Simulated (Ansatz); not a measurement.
Cl$_{3}$H$_{2}$O$_{2}$Ta (`[OH][Ta]([OH])([Cl])([Cl])[Cl]`). Charge 0, multiplicity 1. Ta takes the def2 core potential.

```xyz
8

O     0.4062   -1.6724   -0.1622
Ta   -0.0095    0.0596    0.4252
O     0.1575    0.7405   -1.3284
Cl    1.7780    1.2810    1.1833
Cl   -0.4838   -0.7468    2.5628
Cl   -2.1834    0.8922    0.3702
H     0.5897   -1.8755   -1.0840
H    -0.2547    1.3214   -1.9669
```

What are the harmonic wavenumbers in cm⁻¹ at PBE0-D4/def2-TZVP (Ansatz, finite differences of forces, unscaled)? (An estimate is asked.)

The calculation gave: 50, 81, 140, 166, 173, 201, 253, 329, 342, 384, 390, 403, 428, 596, 704, 744, 3882, 3946.

Is this a minimum?

Yes, all 18 modes are real.

Give the ideal-gas thermochemistry at 298.15 K and 1 bar (rigid rotor, harmonic oscillator; point group C1, symmetry number 1).

Zero-point energy 79.0 kJ/mol; H(298) − E = 107.0 kJ/mol; entropy 420.7 J/(mol·K), of which translation 180.8, rotation 124.8, vibration 115.1; G(298) − E = -18.4 kJ/mol. Modes under 100 cm⁻¹ are hindered rotations or soft bends, so the harmonic entropy is rough.

And at 400, 500, 600, 800 and 1000 K?


```csv
T (K),H − E (kJ/mol),S (J/mol/K),G − E (kJ/mol)
400,121.6,462.8,-63.5
500,136.7,496.5,-111.5
600,152.3,524.9,-162.6
800,184.3,570.8,-272.4
1000,216.9,607.3,-390.3
```
